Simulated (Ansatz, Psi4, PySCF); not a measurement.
C$_{4}$H$_{3}$O, charge -1, singlet, geometry from GFN2-xTB (in this run its highest filled SCF level lies above zero, so its values depend strongly on the basis, on diffuse functions most of all). Base run: B97M-V/STO-3G (PySCF).

PySCF was given this input:
```python
from pyscf import gto, scf, dft

mol = gto.M(
    atom='''
O     0.003314   -0.000725    1.150856
C    -0.004809    1.109162    0.264486
C     0.006188   -1.058636    0.303081
C    -0.007157    0.814847   -1.065555
C     0.000394   -0.645473   -0.989758
H    -0.008079    2.061582    0.790059
H     0.012447   -2.041602    0.763395
H     0.001421   -1.333575   -1.833820
''',
    basis='sto-3g',
    charge=-1,
    spin=0,
    verbose=4,
)

mf = dft.RKS(mol)
mf.xc = 'b97m_v'
mf.kernel()
```

The same geometry, method and basis name were run in Ansatz (a program for electronic structure) and Psi4 and PySCF, at each program's defaults and at the settings that a row names. The base is PySCF at its defaults. Differences at the defaults can come from grids, fitting, cores and function types together.

| code and settings | ΔE vs base (mEh) | basis functions | E (Eh) | SCF cycles |
|---|---|---|---|---|
| PySCF, defaults (exact integrals, its default grid, spherical functions) | 0.000 | 28 | -226.34365 | 11 |
| Psi4, defaults (density fitting with its default set, its default grid, spherical functions) | … | 28 | … | 10 |
| Ansatz, defaults (factorised integrals, its default grid, spherical functions) | 0.008 | 28 | -226.34364 | - |
| PySCF, density fitting with def2-universal-jkfit | -1.643 | 28 | -226.34529 | 11 |
| PySCF, fine grid | 0.003 | 28 | -226.34364 | 11 |
| Psi4, exact integrals, spherical functions, fine grid | 0.009 | 28 | -226.34364 | 12 |
| Ansatz, high accuracy | 0.006 | 28 | -226.34364 | - |

Q: What belongs in the gaps?

A: 
- Psi4, defaults (density fitting with its default set, its default grid, spherical functions), ΔE vs base (mEh): -1.636
- Psi4, defaults (density fitting with its default set, its default grid, spherical functions), E (Eh): -226.34528
